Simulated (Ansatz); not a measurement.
Stepwise reaction of `C[N](C)[Y]([F])[N](C)C` with ammonia, as a gas-phase model of exchange steps in deposition or etching. ΔE in kJ/mol.

Computed with Ansatz on PBE0-D4/def2-TZVP structures; ΔE is electronic, products minus reactants. CCSD(T)/CBS adds triple-zeta CCSD(T) − MP2 to the extrapolated MP2 energy (def2 sets, frozen cores). This one scheme is used for every species. DFT in def2-TZVPP. B3LYP here is the variant with VWN-RPA as its local correlation; programs differ in this. def2 core potentials past Kr. For Y outer-core shells are correlated without core-valence functions, which leaves a few kJ/mol of doubt a bond. Each species was taken in one conformer, which may not be the lowest.

```
step                                                     reaction  PBE-D4  B3LYP-D4  ωB97M-V  CCSD(T)/CBS
   2  `C[N](C)[Y]([NH2])[F]` + NH₃ → `[NH2][Y]([NH2])[F]` + `CNC`     0.6      -3.0     -5.1         -0.5
```

(1) Give the row of step 1, `C[N](C)[Y]([F])[N](C)C` + NH₃ → `C[N](C)[Y]([NH2])[F]` + `CNC`. (Best estimate.)

(2) By hand: ΔE of the 2 steps together at CCSD(T)/CBS.

Results:

(1) The calculation gave: 
| step | reaction | PBE-D4 | B3LYP-D4 | ωB97M-V | CCSD(T)/CBS |
| --- | --- | --- | --- | --- | --- |
| 1 | `C[N](C)[Y]([F])[N](C)C` + NH₃ → `C[N](C)[Y]([NH2])[F]` + `CNC` | 0.5 | -2.8 | -6.2 | -1.2 |

(2) (-1.2) + (-0.5) = -1.7 kJ/mol, or -0.8 kJ/mol a step.

In ΔE the steps differ by no more than 0.7 kJ/mol. PBE-D4 differs from CCSD(T)/CBS by 1.1 to 1.7 kJ/mol a step. Only this route is followed, and other bonds may react first. Isolated molecules leave out the surface, adducts and barriers. Largest T1 diagnostic: 0.013.
